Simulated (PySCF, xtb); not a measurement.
C2H10O2Si2, SMILES C[C@H](O)[SiH2]O[SiH3].

GFN2-xTB (xtb) at its own geometry gives an orbital gap of 4.60 eV and a dipole moment of 1.82 D.

Geometry: ωB97X-D3(BJ)/def2-SVP. The structure was generated by enumeration; whether it is a known compound was not checked. Other conformers were not sampled.

**Question.** What does HF/def2-TZVP run with PySCF give? (An estimate is asked for; the answer gives what the named calculation found.)

**Answer.** gap 13.68 eV (levels -10.92 and 2.75 eV), dipole 1.68 D.
